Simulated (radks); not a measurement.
Valence configurations of neutral indium (all share [Kr]). All-electron calculation, Dirac Kohn-Sham, BLYP, spin-unpolarised, spherical densities, finite nucleus; open shells fill j = l - 1/2 first; Fermi nuclear charge, rms radius 4.6156 fm. Program: a radial shooting solver on a logarithmic mesh with Libxc functionals. Energies are relative to 4d10 5s2 5p1; eigenvalues in eV.

4d10 5s2 5p1: E (eV) 0.000; e(4d3/2) -18.760; e(4d5/2) -17.899; e(5p1/2) -2.585; e(5s1/2) -8.041
4d9 5s2 5p2: E (eV) 17.438; e(4d3/2) -24.169; e(4d5/2) -23.256; e(5p1/2) -3.695; e(5s1/2) -9.958
4d10 5s1 5p2: E (eV) 5.597; e(4d3/2) -20.222; e(4d5/2) -19.357; e(5p1/2) -3.213; e(5s1/2) -8.943
4d8 5s2 5p3: E (eV) 39.649; e(4d3/2) -29.743; e(4d5/2) -28.778; e(5p1/2) -4.851; e(5p3/2) -4.324; e(5s1/2) -11.858
4d8 5s1.5 5p3.5: E (eV) 43.447; e(4d3/2) -30.431; e(4d5/2) -29.464; e(5p1/2) -5.151; e(5p3/2) -4.605; e(5s1/2) -12.262
4d10 5p3: E (eV) 11.823; e(4d3/2) -21.746; e(4d5/2) -20.876; e(5p1/2) -3.867; e(5p3/2) -3.486
4d10 5s1.5 5p1.5: E (eV) 2.764; e(4d3/2) -19.513; e(4d5/2) -18.650; e(5p1/2) -2.911; e(5s1/2) -8.510
4d9 5s1.5 5p2.5: E (eV) 20.812; e(4d3/2) -24.930; e(4d5/2) -24.015; e(5p1/2) -4.030; e(5p3/2) -3.598; e(5s1/2) -10.420
4d9.5 5s2 5p1.5: E (eV) 8.188; e(4d3/2) -21.477; e(4d5/2) -20.591; e(5p1/2) -3.152; e(5s1/2) -9.027
4d9 5s0.5 5p3.5: E (eV) 27.772; e(4d3/2) -26.361; e(4d5/2) -25.442; e(5p1/2) -4.647; e(5p3/2) -4.176; e(5s1/2) -11.269

NIST lists [Kr] 4d10 5s2 5p1 as the ground configuration; this level of theory agrees among the configurations tried. The energies are those of spherical spin-averaged densities, not of single terms.
